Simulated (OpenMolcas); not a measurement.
## Ions of charge +3 along the 4f row on the Zr site of Cs2ZrCl6

```json
{"Program": "OpenMolcas 26.06", "Method": "CASSCF", "Spin-orbit coupling": "RASSI with atomic mean-field integrals over the reference wave functions"}
```

The f shell is active. Each dopant is a cluster with its nearest anions in model potentials and point charges, with no relaxation and no local charge compensation. Distances were set from a Shannon-type radius of the metal (high-spin where two are listed) plus a fixed donor radius (Cl 1.76 Å), in hosts weighted 0.65 to 0.35 with the host's distance in the model lattice. Ligand basis ANO-RCC-VDZP, DKH2 Hamiltonian. States (labels of O, the rotations of Oh). Energies in cm-1 above the lowest state or level, χT in cm3 K/mol; under a threefold ground state the first gap can be a small split of the lowest multiplet, not the spin-orbit step. Free-ion χT is g² J(J+1) / 8 for Hund's level.

```csv
Ion,Shell,R (Å),Metal basis,Ground state,First state of that spin,First gap with spin-orbit (degeneracies),Width of lowest J,χT at 300 K,Free-ion χT
Tb3+,4f8,2.6,ANO-RCC-VDZP,7A2,7T2 221.9,"29.4 (1, 3)",282,11.652,11.812
Dy3+,4f9,2.593,ANO-RCC-VDZP,6T1,6T2 219.1,"25.3 (2, 4)",293,13.911,14.167
Ho3+,4f10,2.586,ANO-RCC-VDZP,5A2,5T2 72.0,"8.3 (2, 3)",188,13.815,14.062
Er3+,4f11,2.578,ANO-RCC-VDZP,4T2,4A1 3.0,"5.5 (4, 2)",200,11.333,11.475
Tm3+,4f12,2.572,ANO-RCC-VDZP,3T1,3E 63.2,"33.9 (1, 3)",246,7.054,7.146
Yb3+,4f13,2.564,ANO-RCC-VDZP,2T1,2T2 250.1,"155.3 (2, 4)",304,2.486,2.571
```

χT departs most from the free-ion value for Dy3+, by -0.256 cm3 K/mol.

Without dynamic correlation the ligand-field splitting of an f shell can come out too small, at times by half. High states are left out of the spin-orbit mixing, which shifts the levels that they would mix with (holds for Tb3+; Dy3+; Ho3+; Er3+). No measured value stands beside these numbers; the geometry was set by hand and not optimised.
